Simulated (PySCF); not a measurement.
PySCF 2.14 output of a UHF calculation on a single atom or ion in dyall-acv3z (15s9p4d2f, 76 functions), with no relativity, point nucleus:

```
SCF conv_tol = 1e-09
number electrons alpha = 6  beta = 3
cycle= 1 E= -125.19140609647  delta_E= -0.00301  |g|= 0.0196  |ddm|= 0.24
cycle= 2 E= -125.192014235316  delta_E= -0.000608  |g|= 0.0129  |ddm|= 0.164
cycle= 3 E= -125.192421601209  delta_E= -0.000407  |g|= 0.0102  |ddm|= 0.183
cycle= 4 E= -125.192939080736  delta_E= -0.000517  |g|= 0.0107  |ddm|= 0.195
cycle= 5 E= -125.196556856128  delta_E= -0.00362  |g|= 0.0116  |ddm|= 3.29
cycle= 6 E= -125.196507370732  delta_E= 4.95e-05  |g|= 0.00897  |ddm|= 0.101
cycle= 7 E= -125.196938665994  delta_E= -0.000431  |g|= 0.00502  |ddm|= 1.94
cycle= 8 E= -125.196940969719  delta_E= -2.3e-06  |g|= 0.00219  |ddm|= 0.216
cycle= 9 E= -125.196940440782  delta_E= 5.29e-07  |g|= 0.000435  |ddm|= 0.022
cycle= 10 E= -125.19694055244  delta_E= -1.12e-07  |g|= 8.21e-05  |ddm|= 0.0369
cycle= 11 E= -125.196940552301  delta_E= 1.39e-10  |g|= 7.88e-05  |ddm|= 0.00441
cycle= 12 E= -125.196940551415  delta_E= 8.86e-10  |g|= 7.75e-07  |ddm|= 0.00128
converged SCF energy = -125.196940551415  <S^2> = 3.7536761  2S+1 = 4.0018376
```

The run itself started from symmetry-adapted Hartree-Fock orbitals and held the occupation by maximum overlap, so the iterations belong to that start.

Task: Which element, charge and spin multiplicity is this?

Result: Ne⁺ (neon, charge +1), multiplicity 4; the state was [He] 2s1 2p5 3d1, one real determinant (an excited configuration).

⟨L²⟩ = 6.56 against 12 for a pure F term, so this real determinant mixes terms. The outer electron is Rydberg-like, and this basis confines it to a smaller radius and binds it less than a complete one would. At UHF the highest occupied level has a positive energy, so only the finite basis holds that electron; for this excited configuration the basis is too tight for the outer shell.
